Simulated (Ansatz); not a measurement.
# What each rung costs, and what it gives

Saddle point of Si2AsH9, closed shell (Si₂H₆ ([SiH3][SiH3]) + AsH₃ → Si₂AsH₇ ([SiH3][SiH2][AsH2]) + H₂; bonds formed: Si1–As7, H2–H6; bonds broken: Si1–H2, H6–As7), PBE0-D4/def2-TZVP structure:

Si1  (-0.694, -0.377, 0.311)
H2  (1.061, -0.190, 0.588)
H3  (-1.690, -0.807, -0.714)
H4  (-1.039, -1.029, 1.601)
Si5  (-0.892, 1.956, 0.430)
H6  (1.840, -0.894, 0.454)
As7  (1.171, -2.040, -0.659)
H8  (-0.125, 2.464, 1.600)
H9  (-2.307, 2.407, 0.545)
H10  (-0.311, 2.555, -0.803)
H11  (1.435, -0.914, -1.642)
H12  (1.551, -3.133, -1.711)
(Å)

Barriers are electronic and count from the start structure reached by relaxing down the imaginary mode.

Program: Ansatz 0.2.0. Basis: as named in each row. Cores are frozen in the correlated methods. Filled d shells of the heavier atoms are correlated. The def2 sets are not built for correlating such inner shells, so the correlated values are less sure here. B3LYP uses VWN-RPA correlation. Extrapolation: Hartree–Fock as exp(−7.88 √X), correlation as X^−2.97.

Times are rough, for one single point on 8 threads of a shared host (Intel Xeon).

The estimate by CCSD(T) at an estimated basis limit (MP2 extrapolated from triple and quadruple zeta, plus CCSD(T) − MP2 in triple zeta) is 60.02 kcal/mol.

```json
{"method": "HF", "basis": "STO-3G", "time (s)": "under 1", "barrier (kcal/mol)": "122.85", "method less estimate": "62.83"}
{"method": "PBE-D4", "basis": "STO-3G", "time (s)": "under 1", "barrier (kcal/mol)": "75.94", "method less estimate": "15.92"}
{"method": "SPW92", "basis": "def2-SVP", "time (s)": "under 1", "barrier (kcal/mol)": "41.18", "method less estimate": "-18.84"}
{"method": "PBE-D4", "basis": "def2-SVP", "time (s)": "1", "barrier (kcal/mol)": "47.49", "method less estimate": "-12.53"}
{"method": "B3LYP-D4", "basis": "6-31G", "time (s)": "1", "barrier (kcal/mol)": "59.61", "method less estimate": "-0.42"}
{"method": "PBE0-D4", "basis": "def2-SVP", "time (s)": "2", "barrier (kcal/mol)": "54.46", "method less estimate": "-5.56"}
{"method": "SPW92", "basis": "def2-TZVPP", "time (s)": "2", "barrier (kcal/mol)": "40.96", "method less estimate": "-19.06"}
{"method": "PBE-D4", "basis": "def2-TZVPP", "time (s)": "3", "barrier (kcal/mol)": "46.97", "method less estimate": "-13.05"}
{"method": "BLYP-D4", "basis": "def2-TZVPP", "time (s)": "3", "barrier (kcal/mol)": "52.44", "method less estimate": "-7.59"}
{"method": "B3LYP-D4", "basis": "def2-TZVPP", "time (s)": "4", "barrier (kcal/mol)": "57.59", "method less estimate": "-2.44"}
{"method": "BHLYP-D4", "basis": "def2-TZVPP", "time (s)": "4", "barrier (kcal/mol)": "65.81", "method less estimate": "5.78"}
{"method": "r2SCAN-D4", "basis": "def2-TZVPP", "time (s)": "4", "barrier (kcal/mol)": "52.79", "method less estimate": "-7.23"}
{"method": "PBE0-D4", "basis": "def2-TZVPP", "time (s)": "4", "barrier (kcal/mol)": "53.64", "method less estimate": "-6.38"}
{"method": "wB97M-V", "basis": "def2-SVP", "time (s)": "5", "barrier (kcal/mol)": "61.79", "method less estimate": "1.76"}
{"method": "CAM-B3LYP-D4", "basis": "def2-TZVPP", "time (s)": "5", "barrier (kcal/mol)": "62.78", "method less estimate": "2.76"}
{"method": "CCSD(T)", "basis": "def2-SVP", "time (s)": "6", "barrier (kcal/mol)": "66.64", "method less estimate": "6.62"}
{"method": "r2SCAN0-D4", "basis": "def2-TZVPP", "time (s)": "6", "barrier (kcal/mol)": "57.28", "method less estimate": "-2.74"}
{"method": "RPA on PBE", "basis": "def2-TZVPP", "time (s)": "6", "barrier (kcal/mol)": "62.62", "method less estimate": "2.60"}
{"method": "B2PLYP", "basis": "def2-TZVPP", "time (s)": "8", "barrier (kcal/mol)": "60.92", "method less estimate": "0.89"}
{"method": "PBE-QIDH", "basis": "def2-TZVPP", "time (s)": "8", "barrier (kcal/mol)": "59.60", "method less estimate": "-0.42"}
{"method": "B97M-V", "basis": "def2-TZVPP", "time (s)": "8", "barrier (kcal/mol)": "55.01", "method less estimate": "-5.01"}
{"method": "wB97X-V", "basis": "def2-TZVPP", "time (s)": "9", "barrier (kcal/mol)": "63.78", "method less estimate": "3.75"}
{"method": "wB97M-V", "basis": "def2-TZVPP", "time (s)": "10", "barrier (kcal/mol)": "61.34", "method less estimate": "1.31"}
{"method": "MP2", "basis": "def2-QZVPP", "time (s)": "27", "barrier (kcal/mol)": "58.92", "method less estimate": "-1.11"}
{"method": "CCSD(T)", "basis": "def2-TZVPP", "time (s)": "93", "barrier (kcal/mol)": "61.92", "method less estimate": "1.90"}
```

All methods are single points on the PBE0-D4 structures.

No T1 diagnostic of these runs exceeds 0.013.

Labels in which every atom is bracketed show which atoms are joined, not bond orders.
